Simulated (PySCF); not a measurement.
Basis and Hamiltonian dependence of the excitation energy of Tl⁺

Tl⁺ [Xe] 4f14 5d10 6s2 (1S) → Tl⁺ [Xe] 4f14 5d10 6s1 6p1 (3P). All values are computed (PySCF 2.14, energy differences of UHF-based or UKS calculations, no spin-orbit coupling). Values in eV.

```
                                                                               basis    Hamiltonian  functions    UHF    PBE   PBE0  MP2 (valence)  CCSD(T) (valence)
                                                      aug-cc-pwCVDZ-PP with ECP60MDF            ECP         48  5.672  7.429  7.095          6.146              6.328
                                                        aug-cc-pVTZ-PP with ECP60MDF            ECP         55  5.638  7.409  7.071          6.127              6.293
         aug-cc-pVTZ-PP with one added diffuse shell each of d, f type with ECP60MDF            ECP         67  5.638  7.409  7.071          6.127              6.294
                                                                        x2c-TZVPPall  spin-free X2C         83  5.685  7.453  7.107          6.160              6.324
                                                      aug-cc-pwCVTZ-PP with ECP60MDF            ECP         96  5.620  7.399  7.060          6.134              6.293
aug-cc-pVQZ-PP with one added diffuse shell each of s, p, d, f, g type with ECP60MDF            ECP        117  5.620  7.398  7.060          6.136                n/a
                                                                   aug-cc-pwCVTZ-DK3  spin-free X2C        125  5.632  7.420  7.071          6.141              6.297
                                                                        x2c-QZVPPall  spin-free X2C        142  5.633  7.428  7.078          6.148                n/a
```

Frozen in the all-electron rows: valence: [Xe] 4f14 5d10; with a core potential, the same shells as far as they lie outside it.

Reference for a calculation without spin-orbit coupling: 7.098 eV (measured, between term centres; NIST).
